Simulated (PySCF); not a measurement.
CH5S, SMILES [SH2+]C, charge +1.

The structure is a stationary point at B3LYP-D3(BJ)/def2-TZVP. The isomer is the one that the SMILES or the coordinates give; other isomers of the formula were not compared.

These are B3LYP-D3(BJ)/def2-TZVP in PySCF 2.14.0 values and carry that method's errors.

Frequencies are harmonic and unscaled.

| mode | ν (cm⁻¹) | IR (km/mol) | moving atoms (share of kinetic energy) |
|---|---|---|---|
| 1 | 239 | 13.0 | H 98 % |
| 2 | 633 | 3.9 | C 57 %, S 32 %, H 10 % |
| 3 | 750 | 0.2 | H 99 % |
| 4 | 779 | 5.1 | H 94 % |
| 5 | 1059 | 3.0 | H 80 %, C 15 % |
| 6 | 1110 | 9.4 | H 81 %, C 16 % |
| 7 | 1205 | 5.0 | H 97 % |
| 8 | 1371 | 0.8 | H 88 %, C 11 % |
| 9 | 1458 | 17.1 | H 96 % |
| 10 | 1460 | 15.2 | H 96 % |
| 11 | 2614 | 38.7 | H 97 % |
| 12 | 2624 | 42.6 | H 97 % |
| 13 | 3069 | 7.1 | H 98 % |
| 14 | 3166 | 13.4 | H 90 %, C 10 % |
| 15 | 3192 | 11.0 | H 90 %, C 10 % |
